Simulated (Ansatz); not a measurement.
Input file for Ansatz (a quantum-chemistry and plane-wave program): U-PBE/def2-TZVPP on H2Sn (SMILES [SnH2]), a point of a bond scan (R = 4.095 Å). Elements past Kr take the def2 small-core potentials; no spin–orbit coupling.

Ansatz 0.2 input:
```yaml
crystal:
  periodic: [false, false, false]
  atoms:
    - {symbol: Sn, position_ang: [0.00658915, -0.00056144, 0.04773306]}
    - {symbol: H, position_ang: [-0.41112123, -2.87625744, -2.83765477]}
    - {symbol: H, position_ang: [-0.15443354, 1.27893623, -1.17986985]}
basis:
  gaussian:
    orbitals: def2-TZVPP
hamiltonian:
  xc: {name: PBE}
magnetization: {spin_polarized: true, initial_magnetization: 0}
```

The head of its log:

```
WARN ansatz: RAYON_NUM_THREADS=1 ignored (pool sized by the plan → 1); use --threads N
Functional definition: PBE
integrals: 0.01 GiB planned
506 factors; their error is unknown
mean field: 0.17 GiB planned
mean field evaluation 1: about -5854.1413 eV, gradient 1.7e1 eV
mean field evaluation 2: about -5842.8703 eV, gradient 2.9e1 eV
```

Q: What total energy does the run end on?

A: -215.3479 hartree. Its determinant has ⟨S²⟩ = 0.92, a mixture of spin states.
